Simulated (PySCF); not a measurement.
# What a mistake does to a calculation on Cl2H4Si2

Calculated results; nothing here was measured. The program is PySCF 2.14.0, an open-source quantum chemistry code, run on an isolated molecule that a program drew, which may never have been made. The molecule is Cl2H4Si2 (charge 0, singlet), drawn as the SMILES string `Cl[SiH2][SiH2]Cl`.

Each row is a Hartree-Fock (HF) and frozen-core CCSD(T) single point in the cc-pV(D+d)Z basis, meant for a local HF minimum. Run 1 is clean. Each other run has one planted mistake out of seven kinds, and not every kind appears here: one electron removed, one electron added, multiplicity raised by two, geometry at a saddle point, minimal basis STO-3G, one bond length entered in bohr, all coordinates scaled. The reference is restricted for singlets and unrestricted otherwise, and also for a bond in bohr. Adding or removing an electron swaps singlet and doublet. Electrons count all cores. HOMO and LUMO are orbital energies over both spins, the gradient is its largest component, and the lowest frequency (negative if imaginary) is given only where the gradient is small. Bond lengths are over the 7 bonds as drawn. T1 is the CCSD diagnostic: over 0.02 (restricted) or 0.045 (unrestricted) a single reference is doubtful.

Geometry of the clean run:
```xyz
8
Cl2H4Si2, angstrom
Cl    1.5156   -3.7052    0.1493
Si    0.8075   -1.7790    0.5093
Si   -0.8158   -1.9194    2.2113
Cl   -1.5151    0.0086    2.5788
H     0.2304   -1.2656   -0.7462
H     1.9506   -0.9445    0.9213
H    -0.2405   -2.4403    3.4646
H    -1.9630   -2.7470    1.7967
```

| run | electrons | basis functions | <S^2> | HOMO (eV) | LUMO (eV) | gradient (hartree/bohr) | lowest frequency (cm^-1) | mean bond (Å) | longest bond (Å) | T1 | HF (hartree) | CCSD(T) (hartree) | mistake |
|---|---|---|---|---|---|---|---|---|---|---|---|---|---|
| 1 | 66 | 112 | 0.000 | -11.02 | 2.34 | 1.4e-05 | 44 | 1.7742 | 2.356 | 0.0101 | -1499.31173 | -1499.85469 | no fault |
| 2 | 66 | 112 | 0.000 | -10.81 | 3.02 | 9.0e-02 | - | 1.6252 | 2.158 | 0.0093 | -1499.24399 | -1499.78654 | all coordinates scaled |
| 3 | 66 | 40 | 0.000 | -9.16 | 7.51 | 2.8e-02 | - | 1.7742 | 2.356 | 0.0054 | -1482.82178 | -1482.93845 | minimal basis STO-3G |
| 4 | 66 | 112 | 0.969 | -9.27 | -0.99 | 3.5e-03 | - | 2.0390 | 3.937 | 0.0195 | -1499.18949 | -1499.70731 | ? |
| 5 | 67 | 112 | 0.757 | 1.14 | 8.18 | 4.5e-02 | - | 1.7742 | 2.356 | 0.0125 | -1499.24700 | -1499.81138 | ? |

**Which mistake was planted in run 4, and what did it cost?**

The mean bond changes by a factor of 1.149 and the longest by 1.671, so the molecule wasn't scaled as a whole. A length L in bohr read as angstrom grows by (1/0.5292 - 1) L = 0.890 L. The 7 bonds together grew by 7 x 0.2648 = 1.854 Å, which gives L = 2.083 Å. That is the length of one of the Cl-Si bonds, 2.083 Å in the clean geometry. So the mistake is: one bond length entered in bohr. Subtracting run 1 and multiplying by 627.51 kcal/mol a hartree, the energy moved by 76.7 kcal/mol in HF and 92.5 kcal/mol in CCSD(T).

**Which mistake was planted in run 5, and what did it cost?**

It counts 67 electrons, one more than the clean run, at the same geometry and basis. So the mistake is: one electron added. Subtracting run 1 and multiplying by 627.51 kcal/mol a hartree, the energy moved by 40.6 kcal/mol in HF and 27.2 kcal/mol in CCSD(T).

Cautions from the logs. Run 5: the HOMO is above zero, so the electron isn't bound and the energy depends on the basis.
